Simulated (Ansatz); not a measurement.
Mg (SMILES [Mg]), singlet.

Ansatz (an electronic-structure program) was given this input:
Ansatz 0.2 input:
```yaml
crystal:
  periodic: [false, false, false]
  atoms:
    - {symbol: Mg, position_ang: [0.00000000, 0.00000000, 0.00000000]}
basis:
  gaussian:
    orbitals: 6-31G*
hamiltonian:
  xc: blyp
```

Give the total energy at the level BLYP/6-31G* in Ansatz.

-200.065580 Ha

Estimate the number of basis functions that BLYP/6-31G* returns for this input.

19
